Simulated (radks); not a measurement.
Q: These are the eigenvalues of the occupied orbitals of an atom or ion with whole-number occupations (eV). Calculated with a radial shooting solver on a logarithmic mesh with Libxc functionals: scalar-relativistic Kohn-Sham, r2SCAN, spin-polarised, spherical densities, finite nucleus; meta-GGA in the generalised Kohn-Sham scheme; Fermi nuclear charge, rms radius of each element as measured or else 0.836 A^(1/3) + 0.57 fm.

1s down: -69569.79
1s up: -69569.78
2s up: -12039.63
2s down: -12039.36
2p up: -10528.21
2p down: -10528.00
3s up: -2788.120
3s down: -2788.112
3p up: -2338.410
3p down: -2338.381
3d up: -1820.114
3d down: -1819.975
4s up: -586.5510
4s down: -586.3538
4p up: -438.3770
4p down: -438.2055
4d up: -249.5793
4d down: -249.3661
5s up: -88.9033
5s down: -87.0300
5p up: -52.8346
5p down: -50.1232
4f up: -40.8745
4f down: -40.4005
6s up: -13.3606
5d up: -13.0439

Which element is it, and in what charge state? The configuration may be excited. Open shells, if any, are filled with parallel spins first.

A: Z = 74, tungsten, charge +1: W+ in [Xe] 4f14 5d4 6s1. The list shows which subshells hold electrons but not how many an open one holds; the 1s level, -2556.6 hartree, gives Z - s = 71.5 by -(Z - s)^2/2, which with screening and relativity narrows Z to a few neighbours, and the depths of the outer levels then fix element, charge and occupations together.
